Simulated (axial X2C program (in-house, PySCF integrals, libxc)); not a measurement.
Photoelectron levels of InS⁻ by EOM-IP-CCSD

Computed with an axial X2C code built on PySCF integrals: two-component X2C with atomic mean-field Coulomb and Gaunt terms, Gaussian nuclei, basis In dyall-acv3z, S dyall-av3z with contracted cores.

R = 2.325 Å (near the PBE0 minimum at charge -1 of the determinant lowest at the starting distance; the state shown can have its own minimum elsewhere).

Hartree–Fock spinors of InS⁻ (one of each Kramers pair; a window near the gap, which can cut inner shells):

```csv
ω,occupied,ε (eV),character
3/2,yes,-22.03,99% In d
1/2,yes,-17.33,"70% S s, 10% In d, 9% In p"
1/2,yes,-6.85,"49% S p, 41% In s, 4% S s"
1/2,yes,-3.46,"78% S p, 11% In p, 6% In d"
3/2,yes,-3.42,"78% S p, 11% In p, 6% In d"
1/2,yes,-2.73,"35% In p, 32% S p, 26% In s"
1/2,no,2.75,"89% In p, 8% In s"
1/2,no,2.80,99% In p
3/2,no,2.80,99% In p
1/2,no,3.74,"81% In s, 10% In p, 5% S p"
1/2,no,4.92,"50% In p, 42% In d, 5% S p"
3/2,no,4.96,"49% In p, 44% In d, 5% S p"
```

Vertical detachment energies of InS⁻ to the states of InS:

```tsv
Ω of InS	vertical detachment energy (eV)	above lowest (cm⁻¹)	ionised spinor	one-hole weight
1/2	2.657	0	40% S pσ, 34% In pσ, 20% In sσ	0.94
3/2	2.894	1904	79% S pπ, 11% In pπ, 6% In dπ	0.92
1/2	2.943	2302	78% S pπ, 11% In pπ, 6% In dπ	0.92
1/2	6.274	29169	48% In sσ, 40% S pσ	0.86
```

How far does the lowest EOM-IP-CCSD energy lie from the Koopmans value −ε of the highest filled spinor?

2.657 eV against 2.73 eV, a shift of -0.07 eV: relaxation of the final state lowers the energy and the loss of correlation raises it.

Take the first Ω = 1/2 and Ω = 3/2 rows of π character: how far apart are they, and which lies lower?

E(3/2) − E(1/2) = 1904 − 2302 = -398 cm⁻¹ at EOM-IP-CCSD: inverted, Ω = 3/2 lower. Splittings at this level can be off by ten to twenty per cent.

This point took 23 s on 1 thread of Intel(R) Xeon(R) 6975P-C (Granite Rapids), with other jobs on the host.

Reference electrons by ω block (each with its −ω partner): 1/2: 22, 3/2: 9, 5/2: 2. 20 electrons of InS⁻ correlated (inner shells frozen), 82 natural virtual spinors (a truncated set); levels can be off by some tenths of an eV. Roots sought by Ω: (1/2: 4, 3/2: 3, 5/2: 1); the list ends where they run out and leaves out roots under 60 % one-particle weight. The solver can skip a root, and states that need a further excitation, which the method places far too high, are missing though they may lie low or lowest. T1 of the reference 0.018 (Lee–Taylor). Number of frozen shells: In 4 s, 3 p, 1 d; S 2 s, 1 p.
